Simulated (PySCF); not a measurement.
Computed shifts of a molecule C2H3Cl2FSi, PBE/pcSseg-1 run with PySCF, GIAO, gas phase, atoms alike by connectivity averaged where their shifts nearly agree, in ppm (number of nuclei): ¹³C: 147.6 (1), 138.7 (1). ²⁹Si: 0.7 (1). ¹⁹F: -149.2 (1). ¹H: 6.69 (2), 6.30 (1). References: ¹³C against TMS (σ = 182.0 ppm); ²⁹Si against TMS (σ = 335.4 ppm); ¹⁹F against CFCl3 (σ = 133.6 ppm); ³⁵Cl against HCl (σ = 936.5 ppm); ¹H against TMS (σ = 31.49 ppm), references at their B3LYP-D3(BJ)/def2-TZVP geometries, non-relativistic (without spin–orbit terms, shifts of atoms bonded to Cl or Br come out too high). Geometry optimised at PBE0-D3(BJ)/def2-SVP. The values are those of a single conformer.

Question: Identify the compound among the candidates.
A. F/C=C\[SiH](Cl)Cl
B. F/C(Cl)=C\[SiH2]Cl
C. FC([SiH3])=C(Cl)Cl
D. C=C[Si](F)(Cl)Cl

Answer: D, C=C[Si](F)(Cl)Cl
